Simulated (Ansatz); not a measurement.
AlH5O2Si2. Charge 0, multiplicity 1.

Cartesian coordinates in Å:
```
Si -1.167 -0.087 -2.140
Al 0.007 -0.006 -0.013
O 1.068 1.124 0.778
Si 1.137 0.083 2.079
O 0.127 -1.045 1.380
H -1.338 -1.497 -2.575
H -0.404 0.660 -3.173
H -2.509 0.537 -1.986
H 2.503 -0.441 2.329
H 0.575 0.671 3.321
```

Problem. What are the harmonic wavenumbers in cm⁻¹ at PBE0-D4/def2-TZVP (Ansatz, finite differences of forces, unscaled)? (Best estimate.)

Solution. Ansatz gave: 6i, 93, 106, 284, 296, 464, 464, 589, 640, 657, 704, 802, 807, 865, 869, 922, 934, 937, 1010, 2219, 2231, 2232, 2235, 2237.
